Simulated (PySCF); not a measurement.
# Correlation energy of P²⁺ (phosphorus, charge +2)

[Ne] 3s2 3p1, 2P determinant. Computed with PySCF 2.14 in aug-cc-pwCVQZ (10s9p7d5f3g, 134 functions), with the non-relativistic Hamiltonian (point nucleus). Frozen: 1s2; 11 electrons correlated.

```json
{"level": "CCSD", "correlation energy (mhartree)": "-374.07"}
{"level": "(T)", "correlation energy (mhartree)": "-4.54"}
{"level": "CCSD(T)", "correlation energy (mhartree)": "-378.61"}
```

Diagnostics: T1 = 0.0078, D1 = 0.0308, largest double amplitude 0.100.

Cost of the coupled-cluster step: 170 s of wall time on 2 threads of Neoverse-V1 (shared host), for 11 correlated electrons.
